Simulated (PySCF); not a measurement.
Bonds (- single, = double, # triple, : aromatic): C1-Si2, Si2-Si3, Si3-Si4, Si3-Si5, Si3-Si6. C1 carries H7, H8, H9; Si2 carries H10, H11; Si4 carries H12, H13, H14; Si5 carries H15, H16, H17; Si6 carries H18, H19, H20.

Non-relativistic Hamiltonian, one computed conformer, no solvent, one averaged value for each set of equivalent atoms. PBE0/pcSseg-1 with gauge-including orbitals; coordinates at the GFN2-xTB level; PySCF 2.14.0 with density-fitted response routines.

Scale: ¹³C (σref 186.93), ¹H (σref 31.72), ²⁹Si (σref 349.16) vs TMS (reference shieldings calculated alike).

| atoms | nucleus | count | δ (ppm) |
| --- | --- | --- | --- |
| H12/H13/H14/H15/H16/H17/H18/H19/H20 | ¹H | 9 | 3.62 |
| H7/H8/H9 | ¹H | 3 | 0.25 |
| H10/H11 | ¹H | 2 | 4.16 |
| Si2 | ²⁹Si | 1 | -68.4 |
| Si3 | ²⁹Si | 1 | ? |
| Si4/Si5/Si6 | ²⁹Si | 3 | ? |
| C1 | ¹³C | 1 | -7.5 |

Q: Fill in the missing shifts.

A: 
- Si4/Si5/Si6: -110.0 ppm, silicon bonded to Si, 3 H
- Si3: -163.8 ppm, silicon bonded to 4 Si

Shifts are as computed. Against solution values, carbons near 30 ppm lie about +3 ppm off and those near 130 ppm about +5 ppm. Of 1211 compounds with measured shifts, 218 miss one by over three times the rms of a fit or turn the order of signals round; such compounds aren't used in these exercises.
